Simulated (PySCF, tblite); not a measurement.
Isomers of C4H10O3Si. Method: GFN2-xTB as coded in tblite; computed harmonic values from a numerical Hessian at the method's own geometry, unscaled. Against measured fundamentals such values can be off by several per cent, at times by over 20. Modes of hydrogen on silicon can be 10 to 20 % off. One conformer each.

Electronic energies: PBE0-D3(BJ)/def2-SVP at its own geometries (PySCF, gas phase).

```
           SMILES  electronic energy, lowest = 0 (kJ/mol)
CO[SiH](OC)C(C)=O                                     0.0
 COC[SiH2]OC(C)=O                                    32.2
   COC[SiH]1OCCO1                                    15.5
```

Q: How do GFN2-xTB zero-point energies change the relative energies?

A: 
```json
{"SMILES": "CO[SiH](OC)C(C)=O", "ZPE (kJ/mol)": "360.0", "of it from modes above 1550 cm⁻¹": "185.0", "electronic (kJ/mol)": "0.0", "with ZPE, lowest = 0 (kJ/mol)": "0.0", "lowest mode (cm⁻¹)": "33", "rings": "0"}
{"SMILES": "COC[SiH]1OCCO1", "ZPE (kJ/mol)": "369.4", "of it from modes above 1550 cm⁻¹": "171.4", "electronic (kJ/mol)": "15.5", "with ZPE, lowest = 0 (kJ/mol)": "25.0", "lowest mode (cm⁻¹)": "51", "rings": "1"}
{"SMILES": "COC[SiH2]OC(C)=O", "ZPE (kJ/mol)": "353.9", "of it from modes above 1550 cm⁻¹": "180.0", "electronic (kJ/mol)": "32.2", "with ZPE, lowest = 0 (kJ/mol)": "26.2", "lowest mode (cm⁻¹)": "34", "rings": "0"}
```

The zero-point energies span 15.5 kJ/mol, from `COC[SiH2]OC(C)=O` to `COC[SiH]1OCCO1`. The order is unchanged.

Q: And how do the electronic energies of GFN2-xTB itself compare?

A: `CO[SiH](OC)C(C)=O` 27.8; `COC[SiH]1OCCO1` 0.0; `COC[SiH2]OC(C)=O` 63.9 kJ/mol, lowest = 0. Against the energies above, taken from the same isomer `CO[SiH](OC)C(C)=O`, the largest difference is 43.3 kJ/mol. The two levels were optimised apart and needn't hold the same conformer.

Q: What do entropy and thermal enthalpy add at 298.15 K and 1 bar (rigid rotor, harmonic oscillator, one conformer each)?

A: 
```csv
SMILES,point group,symmetry number,S (J/(mol K)),H − H(0) (kJ/mol),ZPE + H − H(0) − TS (kJ/mol)
CO[SiH](OC)C(C)=O,C1,1,457.0,33.92,257.7
COC[SiH]1OCCO1,C1,1,414.3,28.22,274.1
COC[SiH2]OC(C)=O,C1,1,454.3,32.50,250.9
```
